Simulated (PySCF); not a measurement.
# Working out the ionisation energy of Hg

Hg [Xe] 4f14 5d10 6s2 (1S) → Hg⁺ [Xe] 4f14 5d10 6s1 (2S). All numbers are calculated (PySCF 2.14, scalar relativity through the core potential, in def2-SVP with the def2 core potential (60 electrons)). Frozen: 5s2 5p6. Energies in hartree (1 hartree = 27.21139 eV):

```
            part   Hg (lower)  Hg⁺ (upper)
             UHF  -152.550399  -152.237660
CCSD correlation    -0.282351    -0.232608
             (T)    -0.004176    -0.002263
```

Question: What does Hartree-Fock give?

Answer: (-152.237660) − (-152.550399) = 0.312739 hartree = 8.510 eV.

Question: What do CCSD and CCSD(T) give?

Answer: The CCSD correlation energies differ by 0.049743 hartree = 1.354 eV and the triples by 0.001913 hartree = 0.052 eV, so CCSD gives 9.864 eV and CCSD(T) 9.916 eV.

Measured between the centres of the two terms (NIST): 10.438 eV, so CCSD(T) (valence) is off by -0.522 eV.

A double-zeta basis recovers only part of the correlation energy.

What remains against the reference includes basis incompleteness, the frozen core and higher excitations.
